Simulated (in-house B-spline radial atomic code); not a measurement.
Results of a calculation; reference values are marked as such.
# Making a Troullier-Martins d channel for In, r_c = 0.92 bohr

In, [Kr] 4d10 5s2 5p1, non-relativistic LDA (VWN5), spherical and spin-unpolarised, from a B-spline radial code for spherical atoms (atomic units). The all-electron 4d level is ε = -0.730481 hartree, its outermost node lies just inside 0.41 bohr and its outer maximum at 0.92 bohr.

Inside r_c the pseudo-orbital is u(r) = r^3 exp(p(r)), with p = c0 + c2 r² + c4 r⁴ + … + c12 r¹². The seven coefficients follow from p and its first four derivatives at r_c, from zero curvature of the screened potential at the origin, c4 = −c2²/(2l + 5), and from the norm inside r_c. At r_c the all-electron orbital has P = 0.9955343, P' = 0.02353724, the screened potential V = -6.41433, V' = 16.97508, V'' = -58.07479, and the norm inside is Q = 0.3369975.

Task: What are p, p' and p'' at r_c?

Result: p = ln(P/r_c^3) = ln(0.9955343/0.778688) = 0.24567. p' = P'/P − 3/r_c = 0.02364 − 3.26087 = -3.23723. The radial equation gives p'' = 2(V − ε) − 2(3) p'/r_c − p'² = -11.36770 − (-21.11235) − 10.47964 = -0.73499. Differentiating, p''' = 2V' + 2(3)p'/r_c² − 2(3)p''/r_c − 2p'p'' = 11.037, and p'''' = 2V'' − 4(3)p'/r_c³ + 4(3)p''/r_c² − 2(3)p'''/r_c − 2p''² − 2p'p''' = -78.285.

For a trial c2 the five matching conditions are linear in c0, c6, c8, c10 and c12, and c2 is varied until the norm inside r_c equals Q. The root nearest zero gives:

| n | c_n |
| --- | --- |
| 0 | 2.204218 |
| 2 | -2.913057 |
| 4 | -0.9428779 |
| 6 | 6.967125 |
| 8 | -10.917 |
| 10 | 7.596277 |
| 12 | -2.009822 |

Task: Check c4 and p(r_c), and find the screened pseudopotential at the origin.

Result: −c2²/9 = -0.942878, as listed. The terms c_n r_c^n are 2.20422, -2.46561, -0.67547, 4.22455, -5.60281, 3.29974, -0.73894, which sum to 0.24567. Inverting the radial equation, V_l(r) = ε + 3 p'/r + (p'' + p'²)/2, so V_l(0) = ε + (2l + 3) c2 = -0.730481 + 7 × (-2.91306) = -21.1219 hartree, finite where the all-electron potential diverges.

Orbitals and screened potentials:

| r (bohr) | P | u | V all-electron | V pseudo |
| --- | --- | --- | --- | --- |
| 0.092 | -0.236 | 0.006885 | -362.8 | -21.1 |
| 0.23 | -0.5089 | 0.09436 | -95.1 | -20.53 |
| 0.368 | -0.1271 | 0.3034 | -42.61 | -18.18 |
| 0.506 | 0.3856 | 0.5659 | -23.54 | -14.22 |
| 0.644 | 0.7546 | 0.7951 | -14.45 | -10.61 |
| 0.782 | 0.943 | 0.9452 | -9.426 | -8.522 |
| 0.92 | 0.9955 | 0.9955 | -6.414 | -6.414 |

Logarithmic derivatives P'/P at R = 1.22 bohr, for energies E around ε:

```json
{"E − ε (hartree)": "-0.5", "all-electron": "-0.035723", "pseudo": "-0.0365565"}
{"E − ε (hartree)": "-0.25", "all-electron": "-0.355177", "pseudo": "-0.35543"}
{"E − ε (hartree)": "-0.1", "all-electron": "-0.569006", "pseudo": "-0.569053"}
{"E − ε (hartree)": "0", "all-electron": "-0.722479", "pseudo": "-0.72248"}
{"E − ε (hartree)": "0.1", "all-electron": "-0.885852", "pseudo": "-0.885907"}
{"E − ε (hartree)": "0.25", "all-electron": "-1.1521", "pseudo": "-1.15249"}
{"E − ε (hartree)": "0.5", "all-electron": "-1.66511", "pseudo": "-1.66713"}
```

Task: With P(R) = 0.8778023 and a norm of 0.6096527 inside R, what slope in energy does norm conservation fix?

Result: d(P'/P)/dE = −2 × (norm inside R)/P(R)² = -1.5824 per hartree·bohr at E = ε, for both atoms, since orbital and norm agree at R. Differences over ±0.1 hartree give -1.5842 (all-electron) and -1.5843 (pseudo), which also hold third-order terms. Half a hartree below ε the two curves differ by -0.0008.
